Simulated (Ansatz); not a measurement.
Program: Ansatz. Geometries: PBE0-D4/def2-TZVP. ΔE: electronic, gas phase. CBS: MP2 limit from def2 TZ/QZ plus the TZ coupled-cluster correction, frozen cores. This one scheme is used for every species. For Ga outer-core shells are correlated without core-valence functions, which leaves a few kJ/mol of doubt a bond. Scalar relativity is left out up to krypton. Each species was taken in one conformer, which may not be the lowest.

`[F][Ga]([F])[O][SiH3]` + NH₃ → `[NH2][Ga]([F])[O][SiH3]` + H–F  (ligand exchange at a Ga–F bond)

| species | HF/def2-QZVPP energy (Eh) |
| --- | --- |
| `[F][Ga]([F])[O][SiH3]` | -2488.03626 |
| NH₃ | -56.22439 |
| `[NH2][Ga]([F])[O][SiH3]` | -2444.17343 |
| H–F | -100.07004 |

Question: Work out ΔE.

Answer: ΔE = (-2444.17343) + (-100.07004) − (-2488.03626) − (-56.22439) = 0.01718 Eh = +45.1 kJ/mol. CCSD(T)/CBS gives +21.1 kJ/mol.

Question: What do rigid-rotor, harmonic-oscillator terms from PBE0-D4/def2-TZVP frequencies (298.15 K, 1 bar) make of the CCSD(T)/CBS value? (Estimate.)

Answer: Computed: ΔZPE = -4.5 kJ/mol, ΔH = +17.8 kJ/mol, ΔS = -8 J/(mol·K), ΔG = +20.3 kJ/mol. Modes under 50 cm⁻¹ make the entropy rough.

Largest T1 diagnostic among the species: 0.014.

From r2SCAN to r2SCAN0 (25 % exact exchange), in def2-TZVPP and without D4, ΔE moves by −3.9 kJ/mol. In def2-TZVPP, CCSD(T) changes the Hartree–Fock value by −13.5 kJ/mol (the triples alone add −0.8 kJ/mol) and MP2 by −15.5 kJ/mol. At CCSD(T), def2-SVP lies +20.0 kJ/mol from the extrapolated value and def2-TZVPP +8.3 kJ/mol.
